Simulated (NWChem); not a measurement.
# TiH$_{4}$O; SMILES [TiH3][OH]

Results from NWChem. Structure relaxed at the PBE0/def2-SVP level. Vertical excitations in the gas phase; the lowest state need not have the same character in each row.

```json
[
 {"level": "PBE/def2-SVPD, TDA", "lowest excitation, singlet (eV)": "3.36", "oscillator strength of that lowest state": "0.000", "orbital gap (eV)": "3.38"},
 {"level": "B3LYP/def2-SVPD, TDA", "lowest excitation, singlet (eV)": "3.47", "oscillator strength of that lowest state": "0.000", "orbital gap (eV)": "5.51"},
 {"level": "PBE0/def2-SVPD, TDA", "lowest excitation, singlet (eV)": "3.50", "oscillator strength of that lowest state": "0.000", "orbital gap (eV)": "6.04"}
]
```
